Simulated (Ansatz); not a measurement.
Gas-phase reaction in SMILES: C[Si](C)(N)N -> [CH2][Si](C)(N)N + H atom (the C-H bond at the site shown breaks; other sites are not compared here)
Geometries: B3LYP-D3(BJ)/def2-TZVP minima from Ansatz (a quantum-chemistry and plane-wave program), one conformer each, not searched for the lowest. Frequencies are from Ansatz.
Geometry of the first species:
SMILES: N[Si](C)(N)C
```xyz
15

C      0.9644    -0.8531     1.3406
Si     0.0073    -0.0002    -0.0291
C     -1.4796     0.8638     0.7210
N     -0.3374    -1.2341    -1.1815
N      0.8565     1.2233    -0.8959
H      0.3760    -1.6464     1.8103
H      1.8852    -1.2996     0.9591
H      1.2363    -0.1407     2.1230
H     -2.0893     0.1585     1.2903
H     -1.1793     1.6631     1.4044
H     -2.1116     1.3043    -0.0532
H     -0.8128    -1.0211    -2.0439
H     -0.4923    -2.1875    -0.8972
H      1.6812     1.0030    -1.4312
H      0.8618     2.1798    -0.5815
```
Charge 0, spin multiplicity 1.

Quantity: bond dissociation energy (0 K, with B3LYP-D3(BJ) harmonic zero-point energies), in kcal/mol. Valence correlation only, unless marked. Open shells are spin-unrestricted. Spin-orbit coupling is left out. Non-relativistic. CBS marks a two-point X^-3 extrapolation of the correlation energy; Hartree-Fock from the larger set.

| level | program | bond dissociation energy (kcal/mol) |
|---|---|---|
| BLYP-D4/def2-TZVPD | Ansatz + dftd4 | 96.0 |
| BLYP/def2-TZVPD | Ansatz | 95.2 |
| B3LYP-D4/def2-TZVPD | Ansatz + dftd4 | (withheld) |
| PBE0/def2-QZVPP | Ansatz | (withheld) |
| r2SCANh-D4/def2-TZVPD | Ansatz + dftd4 | 94.6 |
| r2SCAN0/def2-TZVPD | Ansatz | 94.6 |
| HSE06-D4/def2-TZVPD | Ansatz + dftd4 | 96.3 |
| LC-wPBE-D3(BJ)/def2-TZVPD | Ansatz + dftd3 | 96.3 |
| B2PLYP-D3(BJ)/def2-TZVPD | Ansatz + dftd3 | 97.4 |
| B2PLYP-D4/def2-TZVPD | Ansatz + dftd4 | 97.4 |
| SCS-MP2/cc-pV(T+d)Z | Ansatz | 99.5 |
| CCSD/6-31G* | Ansatz | (withheld) |
| CCSD(T)/CBS(cc-pV(T+d)Z,cc-pV(Q+d)Z) | Ansatz | 99.8 |

Problem. Complete the blanks.

Solution. 
- B3LYP-D4/def2-TZVPD, bond dissociation energy (kcal/mol): 97.6
- PBE0/def2-QZVPP, bond dissociation energy (kcal/mol): 96.1
- CCSD/6-31G*, bond dissociation energy (kcal/mol): 90.4
